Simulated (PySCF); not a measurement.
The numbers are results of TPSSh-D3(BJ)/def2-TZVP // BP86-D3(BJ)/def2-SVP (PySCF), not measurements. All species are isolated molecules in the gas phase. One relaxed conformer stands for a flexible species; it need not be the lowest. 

Reference species: [Ta(Cl)5] (neutral, multiplicity 1).

- LUMO: -4.24 eV
- HOMO: -8.51 eV
- charge on the central atom (Mulliken): 1.20 e

After one change: the LUMO rises by 2.83 eV; the HOMO goes up by 0.86 eV; the charge on the central atom (Mulliken) goes up by 0.35 e.

Problem. What was changed between the two runs? The new species is one of these.
A. [Ta(Cl)4(OH)]
B. [Ta(OH)5]
C. [Ta(Cl)2(OH)3]
D. [Ta(Cl)3(OH)2]

Solution. B, [Ta(OH)5]
